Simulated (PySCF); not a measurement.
CH₃AlF₂S, SMILES C[S][Al]([F])[F].

Geometry optimised at B3LYP-D3(BJ)/def2-SVP. The structure was generated by enumeration; whether it is a known compound was not checked. Other conformers were not sampled.

Method: PySCF 2.14.0 with TDA-PBE0/def2-SVPD.

Vertical excitations. Isolated molecule, no solvent. State labels are in the subgroup Cs.

Computed UV-visible absorptions:
```
state  symmetry  energy (eV)  λ (nm)      f                            main pairs
-----  --------  -----------  ------  -----  ------------------------------------
S1           A"         5.19     239  0.046                        HOMO→LUMO 98 %
S2           A"         6.00     207  0.004                      HOMO→LUMO+2 96 %
S3           A'         6.30     197  0.008    HOMO→LUMO+1 64 %, HOMO−1→LUMO 34 %
S4           A'         7.04     176  0.265    HOMO−1→LUMO 62 %, HOMO→LUMO+1 27 %
S5           A"         7.47     166  0.001  HOMO→LUMO+3 65 %, HOMO−1→LUMO+1 30 %
S6           A'         7.50     165  0.018                    HOMO−1→LUMO+2 91 %
S7           A"         7.53     165  0.033  HOMO−1→LUMO+1 64 %, HOMO→LUMO+3 31 %
S8           A"         8.05     154  0.002                      HOMO→LUMO+4 90 %
S9           A'         8.14     152  0.034                      HOMO→LUMO+5 96 %
S10          A'         8.51     146  0.050                      HOMO−2→LUMO 89 %
T1           A"         4.81     258      0                        HOMO→LUMO 96 %
T2           A"         5.40     229      0                      HOMO→LUMO+2 93 %
T3           A'         5.44     228      0                      HOMO→LUMO+1 90 %
T4           A'         6.14     202      0                      HOMO−1→LUMO 85 %
```
Triplets are in the Tamm–Dancoff approximation.
